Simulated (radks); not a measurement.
Fractional charge and spin in the 5s shell of neodymium: the spin-up occupation runs from 0 to 1 and the spin-down occupation from 0 to 1; the fullest corner is Nd3+, [Kr] 4d10 4f(up 1.5, down 1.5) 5p6 5s(up 1, down 1). Method: scalar-relativistic Kohn-Sham, LDA (Slater exchange, Perdew-Wang correlation), spin-polarised, spherical densities, finite nucleus; Fermi nuclear charge, rms radius of each element as measured or else 0.836 A^(1/3) + 0.57 fm; computed with a radial shooting solver on a logarithmic mesh with Libxc functionals. Energy (eV) above the fullest corner. The planes named below are the two flat planes that join the four corners, with an edge along up + down = one added electron.

| down \ up | 0 | 0.25 | 0.5 | 0.75 | 1 |
|---|---|---|---|---|---|
| 0 | 164.054 | 140.314 | 117.484 | 95.557 | 74.526 |
| 0.25 | 140.314 | 117.540 | 95.666 | 74.687 | 54.593 |
| 0.5 | 117.484 | 95.666 | 74.740 | 54.698 | 35.534 |
| 0.75 | 95.557 | 74.687 | 54.698 | 35.585 | 17.339 |
| 1 | 74.526 | 54.593 | 35.534 | 17.339 | 0.000 |

Corners above the fullest one (they belong to Nd4+ and the next ion): (up 1, down 0) 74.526 eV, (up 0, down 1) 74.526 eV, (up 0, down 0) 164.05 eV. With half an added electron in each spin the energy lies 0.214 eV from the planes, and with half an added electron in spin up alone -1.806 eV. The planes are only a guide here: the flat-plane condition holds for ground states with one frontier orbital, while this shell lies below other occupied shells, so the corners above the fullest one are inner-hole states and not the ground states of those ions.
